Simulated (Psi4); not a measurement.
Cl2CrO2, singlet, at a GFN2-xTB geometry (such geometries of metal compounds can be far from the true shape). Base run: B3LYP/6-31G run with Psi4.

Psi4 was given this input:
```
memory 2 GB

molecule {
0 1
  Cr    0.36161990   -0.06306063    0.11655214
  O     1.44045237   -0.59234025   -0.86408389
  O     0.79045337    0.20330658    1.58311746
  Cl   -0.38616068    1.66825371   -0.64495912
  Cl   -1.17419951   -1.39615227    0.14204619
}

set basis 6-31g

energy('b3lyp')
print_variables()
```

The base run was repeated with changes; each row names its change, and settings that it needs were set with it.

```csv
change,basis functions,E (Eh),dipole (D),core-seconds (rough)
base,73,-2115.24731,0.63,10
basis = STO-3G,46,-2092.51075,1.24,6
basis = 3-21G,73,-2105.20476,0.19,8
basis = def2-SV(P),88,-2114.87477,1.05,8
basis = pcseg-1,95,-2115.26395,1.16,20
basis = 6-31G*,107,-2115.33344,0.71,20
basis = cc-pV(D+d)Z,117,-2115.49688,1.00,30
basis = def2-SVPD,134,-2114.91555,1.03,30
basis = aug-cc-pVDZ,159,-2115.51551,1.00,40
basis = pcseg-2,184,-2115.59204,1.04,30
basis = cc-pVTZ,196,-2115.58230,1.03,60
basis = def2-TZVPP,210,-2115.55260,1.12,30
basis = def2-TZVPD,220,-2115.55065,1.06,40
```

Totals compare only among sets that treat the same electrons; sets with core potentials leave the core out.
